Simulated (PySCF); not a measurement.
CH3NO2Si, SMILES N#CO[SiH2]O. Atoms are numbered in the order given.

```xyz
8

N      1.6321     1.8448     0.6750
C      1.2984     0.7949     0.2845
O      0.9412    -0.3631    -0.1351
Si    -0.6821    -0.7098    -0.6142
O     -1.7082    -0.4161     0.6326
H     -0.6548    -2.1574    -0.8775
H     -0.9396     0.1518    -1.7955
H     -1.9357     0.4937     0.8606
```

Geometry: r2SCAN-D4/def2-SVP. The structure was generated by enumeration, and PubChem lists no compound with its InChIKey, so it may never have been made. The values are those of a single conformer.

These are PBE/pcSseg-1 (PySCF) values and carry that method's errors.

GIAO shieldings, no solvent; atoms listed in one row are averaged. δ = σ(ref) − σ: ¹⁵N against NH3 (σ = 267.0 ppm); ¹³C against TMS (σ = 182.0 ppm); ¹⁷O against H2O (σ = 334.3 ppm); ²⁹Si against TMS (σ = 335.4 ppm); ¹H against TMS (σ = 31.49 ppm), references at their B3LYP-D3(BJ)/def2-TZVP geometries, non-relativistic.

| nucleus | atoms | count | δ (ppm) |
|---|---|---|---|
| ¹⁵N | N1 | 1 | 190.5 |
| ¹³C | C2 | 1 | 113.5 |
| ¹⁷O | O3 | 1 | 100.3 |
| ¹⁷O | O5 | 1 | 70.0 |
| ²⁹Si | Si4 | 1 | -16.4 |
| ¹H | H7 | 1 | 5.74 |
| ¹H | H6 | 1 | 4.95 |
| ¹H | H8 | 1 | 3.44 |
